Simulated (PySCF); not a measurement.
**Two-component Hartree-Fock for Ir⁷⁰⁺ (iridium, charge +70)**

Start: [He] 2s2 2p3; 2p1/2 filled at m_j = -1/2, +1/2; 2p3/2 filled at m_j = +3/2. Calculated with PySCF 2.14 in an even-tempered Gaussian basis (16 s from 57 bohr⁻², ratio 2.4; 13 p from 74 bohr⁻², ratio 2.4; 5 d from 250 bohr⁻², ratio 2.6; 4 f from 370 bohr⁻², ratio 2.6): generalised Hartree-Fock with the X2C-1e Hamiltonian and a Gaussian nucleus; one run each with spin-orbit coupling (SO) switched off, then screened by Boettger's factors.

| spinor shell | electrons | ε, spin-free (eV) | ε, screened SO (eV) | weight of nominal j (screened SO) | rms radius, screened SO (bohr) |
| --- | --- | --- | --- | --- | --- |
| 1s1/2 | 2 | -84161.1 | -84092.9 | 1.000 | 0.0196 |
| 2s1/2 | 2 | -20237.4 | -20216.8 | 1.000 | 0.0772 |
| 2p1/2 | 2 | -18692.0 | -19870.5 | 1.000 | 0.0650 |
| 2p3/2 | 1 | -18692.0 | -18142.6 | 1.000 | 0.0720 |

| quantity | spin-free | screened SO |
| --- | --- | --- |
| E (hartree) | -10101.46271 | -10172.30672 |
| M_J | 3/2 | 3/2 |
| ⟨J²⟩ | 3.750 | 3.750 |
| ⟨L²⟩ | 0.000 | 2.618 |
| ⟨S²⟩ | 3.750 | 1.456 |

Each row is a mean over spinors that exchange with the open shell spreads, by up to 70.878 eV (2s1/2).

Breit and QED terms are absent; they matter most for the inner s and p1/2 levels.

Densities and radii are taken from the X2C orbitals without a picture-change correction, which distorts them close to the nucleus.

Without spin-orbit coupling the j labels of p, d and f shells carry no meaning; the spin-free column gives the mean over the occupied spinors of each nl shell.
